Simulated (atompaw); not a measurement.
An all-electron radial function and its pseudo partner (europium (Eu))

Columns: radius, all-electron u(r) and pseudo u(r) of the 5p shell (level -30.04 eV) of europium in the configuration [Kr] 4d10 4f7 5s2 5p6 5d0 6s1 6p0; PBEsol, scalar-relativistic, PAW (atompaw) scheme, atompaw 4.2.0.5.

```tsv
r (bohr)	all-electron	pseudo
0.087	-0.0593	0.0098
0.173	0.3038	0.0383
0.260	0.1023	0.0849
0.346	-0.2461	0.1463
0.433	-0.4413	0.2212
0.519	-0.4340	0.3046
0.606	-0.2854	0.3947
0.692	-0.0715	0.4855
0.779	0.1586	0.5755
0.865	0.3681	0.6589
0.952	0.5463	0.7346
1.038	0.6841	0.7981
1.125	0.7858	0.8490
1.212	0.8531	0.8854
1.298	0.8908	0.9064
1.385	0.9052	0.9130
1.471	0.9006	0.9059
1.558	0.8813	0.8865
1.644	0.8517	0.8571
1.731	0.8140	0.8192
1.817	0.7717	0.7761
1.904	0.7258	0.7289
1.990	0.6790	0.6807
2.077	0.6314	0.6320
2.163	0.5850	0.5851
2.250	0.5394	0.5394
```

(1) How many radial nodes do the two functions have?

(2) Is the pseudo-wave norm-conserving?

Answers

(1) The all-electron 5p function has n − l − 1 = 3; the pseudo-wave has 0, since the states of the same l below it are removed with the core.

(2) No, it belongs to a PAW set: the norm inside the radius is not constrained, and the difference is carried by the augmentation charge.
